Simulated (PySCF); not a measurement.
A structure optimised at B3LYP-D3(BJ)/def2-SVP, used in a PySCF frequency run:

```
O
C 1 1.4123
H 2 1.1014 1 109.40
H 2 1.1014 3 108.82 1 119.48
H 2 1.1028 3 109.22 4 119.15
Ta 1 1.8818 2 143.94 3 -120.44
O 6 1.7272 1 105.82 2 0.00
F 6 1.8952 7 108.00 1 -118.26
F 6 1.8952 7 108.00 1 118.26
```

Question: Write its SMILES, formula and point group.

Answer: C[O][Ta](=[O])([F])[F], CH3F2O2Ta, Cs

Question: What are its rotational constants (standard atomic weights)?

Answer: 3.0871, 1.7183, 1.5542 GHz
